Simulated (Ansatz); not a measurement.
This geometry of C3H7Li (11 atoms, charge 0, multiplicity 1) is a first-order saddle point.

Method: Ansatz, RKS CAM-B3LYP/6-31G*.

```xyz
11
Properties=species:S:1:pos:R:3
Li -1.999 1.301 -0.515
C -0.175 0.559 -0.132
C 0.009 0.030 1.298
C 0.270 -0.512 -1.166
H 0.516 1.410 -0.232
H -0.172 0.810 2.050
H 1.025 -0.362 1.487
H -0.680 -0.795 1.530
H -0.478 -0.759 -1.935
H 0.508 -1.465 -0.672
H 1.176 -0.217 -1.713
```

Problem. Which two structures does it join? (They come from a converged band through this point; their orientation in space is the band's.)

Solution. No bond is made or broken. The dihedral C3–C2–C4–H11 goes from -53 to -173°. The two ends are copies of one structure, up to a mirror image or an exchange of like atoms.

Initial state:

```xyz
11
Properties=species:S:1:pos:R:3
Li -2.205 0.992 -0.362
C -0.259 0.524 -0.145
C 0.119 0.090 1.276
C 0.241 -0.522 -1.149
H 0.299 1.454 -0.352
H -0.116 0.858 2.025
H 1.196 -0.136 1.381
H -0.411 -0.824 1.581
H 0.096 -0.206 -2.190
H -0.279 -1.484 -1.034
H 1.318 -0.745 -1.032
```

Final state:

```xyz
11
Properties=species:S:1:pos:R:3
Li -1.959 1.361 -0.531
C -0.153 0.565 -0.139
C -0.014 0.014 1.285
C 0.283 -0.506 -1.147
H 0.568 1.396 -0.229
H -0.201 0.780 2.049
H 0.992 -0.398 1.487
H -0.720 -0.807 1.479
H -0.398 -1.369 -1.151
H 1.287 -0.913 -0.928
H 0.316 -0.123 -2.176
```

Problem. How far does it lie above each of them?

Solution. 15.8 kJ/mol above the first and 15.8 kJ/mol above the second. This is the barrier of this one path; another mechanism may lie lower.

Run time: 4 min on 1 thread of Intel(R) Xeon(R) Processor @ 2.50GHz (Skylake/Cascade Lake) (shared host), peak memory 0.17 GiB.
